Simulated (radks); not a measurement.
Polarisability of the ytterbium ion Yb4+, [Xe] 4f12, at imaginary frequency. Method: scalar-relativistic Kohn-Sham, LB94 model potential, spin-polarised, spherical densities, finite nucleus; open shells are filled with parallel spins first (spin-orbit coupling, left out, can overturn this in heavy ions); Fermi nuclear charge, rms radius 5.3108 fm; computed with a radial shooting solver on a logarithmic mesh with Libxc functionals. Response by self-consistent Sternheimer equations with the Hartree and adiabatic LDA kernel, the relativistic mass of each level held fixed and spin-orbit coupling left out.

w (hartree),alpha1(iw) (bohr^3)
0.00266,3.435
0.0143,3.434
0.0360,3.433
0.0697,3.428
0.118,3.415
0.186,3.386
0.280,3.326
0.413,3.212
0.605,3.002
0.892,2.645
1.35,2.107
2.12,1.437
3.59,0.7983
6.94,0.3394
17.5,0.08750

Static values: alpha1 = 3.435 bohr^3 (0.5089 angstrom^3; uncoupled 6.228). C6 = 16.08, triple-dipole C9 = 39.04 atomic units. One-pole (London) frequency 4 C6 / (3 alpha1^2) = 1.817 hartree, against 2.464 for minus the highest occupied eigenvalue.
